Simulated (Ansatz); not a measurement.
Born–Oppenheimer molecular dynamics of Cl2H2O2Sn (7 atoms, charge 0, multiplicity 1). It starts from a relaxed structure.

Method: Ansatz 0.2.0, RHF/def2-SVP.

```
ensemble        : NVT, Nosé–Hoover chain
time step       : 0.5 fs
steps asked     : 150
set temperature : 500 K
thermostat      : time constant 100 fs, chain length 3 (defaults)
seed            : 528735
```

First frame:

```xyz
7
Properties=species:S:1:pos:R:3
Sn -0.144 -0.178 0.030
O -0.087 -0.379 1.946
H -0.605 0.226 2.458
Cl 1.993 0.132 -0.808
O -1.254 1.365 -0.323
H -1.439 1.623 -1.215
Cl -1.040 -2.069 -0.964
```

Q: How far do the bonds stretch over the last three quarters of this one trajectory? (Pairs bonded in most of those frames.)

A: 
```csv
bond,mean (Å),spread (Å),shortest,longest
Sn1–O2,1.932,0.019,1.90,1.96
Sn1–Cl4,2.313,0.051,2.25,2.39
Sn1–O5,1.934,0.038,1.87,1.99
Sn1–Cl7,2.317,0.036,2.27,2.37
O2–H3,0.947,0.012,0.93,0.97
O5–H6,0.947,0.012,0.93,0.97
```

Mean temperature of the second half: 223 K. The conserved energy stayed within 0.12 meV per atom of its start (net change 0.014 meV per atom), so the integration is sound. The mean temperature of the second half is 55 % below the set value. A run of 0.075 ps of so small a system gives no equilibrium averages.

Time of the run: 6.7 min on 1 thread of Arm Neoverse V2, on a shared host, peak memory 0.22 GiB.
